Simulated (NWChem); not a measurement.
System: SiHCl$_{2}$F; SMILES Cl[SiH](Cl)F

Input file for NWChem:

```
start job
memory heap 200 mb stack 900 mb global 1100 mb
geometry units angstroms noautosym nocenter noautoz
  Si     0.386173     0.412825     0.000000
  F      1.787395    -0.376940     0.000000
  Cl    -0.647567    -0.132842     1.669091
  Cl    -0.647567    -0.132842    -1.669091
  H      0.649984     1.862466     0.000000
end
basis spherical
  * library def2-svp
end
dft
  xc pbe0
  iterations 150
end
cosmo
  do_cosmo_smd true
  solvent hexane
end
task dft energy
```

Excerpt of the output:

```
             Northwest Computational Chemistry Package (NWChem) 7.3.0
             --------------------------------------------------------

                             Geometry "geometry" -> ""
                             -------------------------

 Output coordinates in angstroms (scale by  1.889725989 to convert to a.u.)

  No.       Tag          Charge          X              Y              Z
 ---- ---------------- ---------- -------------- -------------- --------------
    1 Si                  14.0000     0.38617300     0.41282500     0.00000000
    2 F                    9.0000     1.78739500    -0.37694000     0.00000000
    3 Cl                  17.0000    -0.64756700    -0.13284200     1.66909100
    4 Cl                  17.0000    -0.64756700    -0.13284200    -1.66909100
    5 H                    1.0000     0.64998400     1.86246600     0.00000000

 Effective nuclear repulsion energy (a.u.)     278.6589383713

                                 NWChem DFT Module
                                 -----------------

 Summary of "ao basis" -> "ao basis" (spherical)
 ------------------------------------------------------------------------------
       Tag                 Description            Shells   Functions and Types
 ---------------- ------------------------------  ------  ---------------------
 Si                         def2-svp                 8       18   4s3p1d
 F                          def2-svp                 6       14   3s2p1d
 Cl                         def2-svp                 8       18   4s3p1d
 H                          def2-svp                 3        5   2s1p

 in cosmo_initialize ...
 calling solv_data for solv:hexane

 solvent parameters
 solvname_short: hexane
 solvname_long:  n-hexane
 dielec:        1.8819
 dielecinf:     1.8903
 nonaqueous SMD model solvent descriptors
 dielec:        1.8819
 sola:          0.0000
 solb:          0.0000
 solc:          0.0000
 solg:         25.7500
 solh:          0.0000
 soln:          1.3749

          ---------------
          -cosmo- solvent
          ---------------
 Cosmo: York-Karplus, doi: 10.1021/jp992097l
 dielectric constant -eps-     =   1.88
 screen = (eps-1)/(eps    )    =   0.46862
 surface charge correction     = lagrangian

   van der Waals surface
 --------------------------

 ---------- ATOMIC COORDINATES (A.U.) ------------ VDWR(ANG.) --
     1    0.72976115    0.78012613    0.00000000     2.470
     2    3.37768678   -0.71231331    0.00000000     1.730
     3   -1.22372419   -0.25103498    3.15412464     2.380
     4   -1.22372419   -0.25103498   -3.15412464     2.380
     5    1.22829166    3.51955040    0.00000000     1.200
 number of segments per atom =        128
 number of   points per atom =        128
 atom (   nspa,  nppa )
 ----------------------
    1 (     48,     0 )       0
    2 (     64,     0 )       0
    3 (     93,     0 )       0
    4 (     93,     0 )       0
    5 (     30,     0 )       0
 number of -cosmo- surface points =      328
 molecular surface =    139.539 angstrom**2
 molecular volume  =    131.792 angstrom**3
 -lineq- algorithm             =   0
 -bem- low  level              =   3
 -bem- from -octahedral-
 gaussian surface charge width =   4.50000
 degree of switching           =   1.00000
 switching function tolerance  =   0.00010
 atomic radii =
 --------------
    1 14.000  2.470
    2  9.000  1.730
    3 17.000  2.380
    4 17.000  2.380
    5  1.000  1.200
 ...... end of -cosmo- initialization ......

 nat:                     5
 ixmem:                  1509
 calling mnsol_interface()
 G(SMD-CDS) energy (kcal/mol)  =    -1.904
 SMD-CDS SASA (angstrom**2)    =   130.414

[...]

                                COSMO-SMD solvation results
                                ---------------------------

             internal energy in gas <Psi(g)|H|Psi(g)> =     -1309.516537597449
         internal energy in solvent <Psi(s)|H|Psi(s)> =     -1309.516470266435
                               delta internal energy  =         0.000067331015 (    0.04 kcal/mol)
   total free energy in solvent <Psi(s)|H+V/2|Psi(s)> =     -1309.517644609490
 polarization energy contribution <Psi(s)|V/2|Psi(s)> =        -0.001174343055 (   -0.74 kcal/mol)
    total free energy in solvent including G(SMD-CDS) =     -1309.520678413490
                       G(SMD-CDS) energy contribution =        -0.003033804000 (   -1.90 kcal/mol)
     1 M fixed-concentration free energy of solvation =        -0.004140816041 (   -2.60 kcal/mol)

                       DFT Final Molecular Orbital Analysis
                       ------------------------------------

 Vector   27  Occ=2.000000D+00  E=-3.592725D-01
              MO Center= -5.9D-01, -1.1D-01, -1.5D-06, r^2= 3.9D+00
   Bfn.  Coefficient  Atom+Function         Bfn.  Coefficient  Atom+Function
  ----- ------------  ---------------      ----- ------------  ---------------
    44      0.413045  3 Cl py                62     -0.413045  4 Cl py
    41      0.304784  3 Cl py                59     -0.304785  4 Cl py
    43     -0.179007  3 Cl px                61      0.179007  4 Cl px
    38      0.177188  3 Cl py                56     -0.177188  4 Cl py
    40     -0.128419  3 Cl px                58      0.128419  4 Cl px

 Vector   28  Occ=2.000000D+00  E=-3.554728D-01
              MO Center= -2.9D-01,  2.6D-01,  4.8D-07, r^2= 4.0D+00
   Bfn.  Coefficient  Atom+Function         Bfn.  Coefficient  Atom+Function
  ----- ------------  ---------------      ----- ------------  ---------------
    44      0.388996  3 Cl py                62      0.388996  4 Cl py
    41      0.291963  3 Cl py                59      0.291963  4 Cl py
    69     -0.249208  5 H  s                 70     -0.202814  5 H  s
    38      0.169016  3 Cl py                56      0.169016  4 Cl py
     9     -0.111890  1 Si py                43      0.085357  3 Cl px

 Vector   29  Occ=2.000000D+00  E=-3.491435D-01
              MO Center= -5.8D-01, -1.2D-01,  1.4D-06, r^2= 4.0D+00
   Bfn.  Coefficient  Atom+Function         Bfn.  Coefficient  Atom+Function
  ----- ------------  ---------------      ----- ------------  ---------------
    45      0.324839  3 Cl pz                63      0.324839  4 Cl pz
    43      0.318441  3 Cl px                61     -0.318440  4 Cl px
    42      0.242685  3 Cl pz                60      0.242685  4 Cl pz
    40      0.239227  3 Cl px                58     -0.239227  4 Cl px
    39      0.140372  3 Cl pz                57      0.140372  4 Cl pz

 Vector   30  Occ=0.000000D+00  E= 2.146641D-02
              MO Center= -2.0D-01,  5.3D-01,  5.4D-09, r^2= 3.3D+00
   Bfn.  Coefficient  Atom+Function         Bfn.  Coefficient  Atom+Function
  ----- ------------  ---------------      ----- ------------  ---------------
    11      0.771516  1 Si px                 3     -0.652102  1 Si s
     4     -0.635678  1 Si s                 70      0.493348  5 H  s
    45     -0.467202  3 Cl pz                63      0.467202  4 Cl pz
    36      0.372154  3 Cl s                 54      0.372154  4 Cl s
     8      0.328090  1 Si px                 2     -0.282369  1 Si s

 Vector   31  Occ=0.000000D+00  E= 3.436808D-02
              MO Center=  4.4D-01,  1.8D-01, -4.4D-08, r^2= 3.4D+00
   Bfn.  Coefficient  Atom+Function         Bfn.  Coefficient  Atom+Function
  ----- ------------  ---------------      ----- ------------  ---------------
     3      0.616753  1 Si s                 11      0.619261  1 Si px
     4      0.515580  1 Si s                 21     -0.497224  2 F  s
    12     -0.430071  1 Si py                 2      0.287905  1 Si s
    43     -0.267041  3 Cl px                61     -0.267041  4 Cl px
    70     -0.222427  5 H  s                 22     -0.209810  2 F  px

 Vector   32  Occ=0.000000D+00  E= 4.767444D-02
              MO Center=  5.1D-01,  5.9D-01, -3.8D-09, r^2= 3.3D+00
   Bfn.  Coefficient  Atom+Function         Bfn.  Coefficient  Atom+Function
  ----- ------------  ---------------      ----- ------------  ---------------
    13      1.184518  1 Si pz                36     -0.465160  3 Cl s
    54      0.465160  4 Cl s                 10      0.373092  1 Si pz
    43     -0.327727  3 Cl px                61      0.327727  4 Cl px
    45      0.219091  3 Cl pz                63      0.219091  4 Cl pz
    27     -0.213092  2 F  pz                44     -0.192770  3 Cl py

     Multipole analysis of the density
     ---------------------------------

     L   x y z        total         alpha         beta         nuclear
     -   - - -        -----         -----         ----         -------
     0   0 0 0     -0.000000    -29.000000    -29.000000     58.000000

     1   1 0 0     -0.068589     -0.153048     -0.153048      0.237506
     1   0 1 0      0.520250      0.512471      0.512471     -0.504693
     1   0 0 1      0.000000      0.000000      0.000000      0.000000

     2   2 0 0    -33.234615    -97.896488    -97.896488    162.558362
     2   1 1 0      0.984401     -0.049945     -0.049945      1.084291
     2   1 0 1     -0.000000     -0.000000     -0.000000      0.000000
     2   0 2 0    -30.721654    -29.169194    -29.169194     27.616733
     2   0 1 1     -0.000000     -0.000000     -0.000000      0.000000
     2   0 0 2    -32.378816   -185.313946   -185.313946    338.249076
```

Level: PBE0/def2-SVP, SMD on the gas-phase geometry. All runs use the structure optimised with PBE0/def2-SVP. Solvent: n-hexane.
